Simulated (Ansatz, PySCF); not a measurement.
H3Si, SMILES [SiH3-], charge -1.

Geometry optimised at PBE0-D3(BJ)/def2-TZVPD.

Estimates of the vertical detachment energy (IE) of the anion in eV. Rows of orbital energies are one-electron estimates, which approximate functionals can put far too low.

```tsv
level	IE
−ε(HOMO), −ε(LUMO), HF/def2-TZVPD (PySCF)	1.82
−ε(HOMO), −ε(LUMO), CAM-B3LYP/def2-TZVPD (PySCF)	0.95
−ε(HOMO), −ε(LUMO), PBE/def2-TZVPD (PySCF)	-1.14
EOM-CCSD/aug-cc-pVDZ (PySCF)	1.83
ADC(2)/aug-cc-pVDZ (PySCF)	1.57
ΔSCF, ωB97X-V/def2-TZVPD (Ansatz), final states of multiplicity 2	…
ΔSCF, PBE/def2-TZVPD (Ansatz), final states of multiplicity 2	1.80
```

### Question
What belongs in the gaps? (Estimate from the structure and the level; the computed values follow.)

### Answer

- ΔSCF, ωB97X-V/def2-TZVPD (Ansatz, an electronic-structure program), final states of multiplicity 2, IE: 1.85

### Question
What vertical singlet–triplet gap does ΔSCF give with ωB97X-V/def2-TZVPD (Ansatz) and with PBE/def2-TZVPD (Ansatz)? (The exact figures need the calculation; the answer reports its results.)

### Answer
3.52 and 3.09 eV (triplet above singlet where positive).

### Question
Beyond the first one, list the lowest photoelectron lines from ADC(2)/aug-cc-pVDZ run with PySCF with their pole strengths (two spins summed). (Estimate from the structure and the level; the computed values follow.)

### Answer
5.12 eV (1.78), 5.12 eV (1.78).
